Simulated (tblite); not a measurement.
Compound: C8H9NSi.
SMILES with atom numbers: `[CH3:1][C:2]#[C:3][SiH2:4][c:5]1[cH:6][cH:7][cH:8][n:9][cH:10]1` (hydrogens: H11, H12, H13 on C1; H14, H15 on Si4; H16 on C6; H17 on C7; H18 on C8; H19 on C10)

The geometry is computed with GFN2-xTB (gas phase).

Question: List the bond lengths, angles and torsions at this level.

Answer: 
```json
{"bond": "C1–C2", "length (bohr)": "2.731"}
{"bond": "C2≡C3", "length (bohr)": "2.278"}
{"bond": "C3–Si4", "length (bohr)": "3.483"}
{"bond": "Si4–C5", "length (bohr)": "3.572"}
{"bond": "C5–C6", "length (bohr)": "2.630"}
{"bond": "C6–C7", "length (bohr)": "2.617"}
{"bond": "C7–C8", "length (bohr)": "2.619"}
{"bond": "C8–N9", "length (bohr)": "2.500"}
{"bond": "N9–C10", "length (bohr)": "2.495"}
{"bond": "C5–C10", "length (bohr)": "2.633"}
{"bond": "C1–H11, C1–H12, C1–H13", "length (bohr)": "2.060"}
{"bond": "Si4–H14, Si4–H15", "length (bohr)": "2.776"}
{"bond": "C6–H16", "length (bohr)": "2.044"}
{"bond": "C7–H17", "length (bohr)": "2.041"}
{"bond": "C8–H18", "length (bohr)": "2.046"}
{"bond": "C10–H19", "length (bohr)": "2.048"}
```

Bonds in one row agree within 0.02 bohr and their mean is given. A selection of angles:
```json
{"angle": "C1–C2–C3", "degrees": "179.8"}
{"angle": "C2–C3–Si4", "degrees": "179.7"}
{"angle": "C3–Si4–C5", "degrees": "107.4"}
{"angle": "Si4–C5–C6", "degrees": "122.8"}
{"angle": "Si4–C5–C10", "degrees": "120.9"}
{"angle": "C6–C5–C10", "degrees": "116.3"}
{"angle": "C5–C6–C7", "degrees": "119.8"}
{"angle": "C6–C7–C8", "degrees": "118.2"}
{"angle": "C7–C8–N9", "degrees": "123.1"}
{"angle": "C8–N9–C10", "degrees": "118.0"}
{"angle": "C5–C10–N9", "degrees": "124.6"}
```

Dihedral angles: C3–Si4–C5–C6 2° (synperiplanar). The mirror-image conformer, all signs reversed, is as good.

The 10 heavy atoms lie in one plane (0.011 Å rms). Of the pairs four or more bonds apart, C3···H16 is among the closest relative to their van der Waals radii: 2.72 Å, 94 % of the sum of Bondi's values. Si4 (SiH2 silicon) is tetrahedral (angles from 107.4° to 111.5°). The 2 C–Si bonds span 1.843 Å (C3–Si4, drawn single) to 1.890 Å (Si4–C5, drawn single), a spread of 0.047 Å. The 6-membered ring C5–C6–C7–C8–N9–C10 has internal angles of 116.3° to 124.6°; it is planar, 0.00 Å rms from its mean plane, widest ring torsion 0°. N9 (pyridine-type nitrogen) is bent (angle 118.0°). The 6 C–C bonds span 1.206 Å (C2≡C3, drawn triple) to 1.445 Å (C1–C2, drawn single), a spread of 0.239 Å.

Its lowest GFN2-xTB frequency is 13 cm⁻¹, too small to tell a flat minimum from a shallow saddle. One conformer, not necessarily the lowest. 3 starts were optimised and ended at 0.00, 0.19 and 0.22 kcal/mol (GFN2-xTB); the lowest of these is shown.
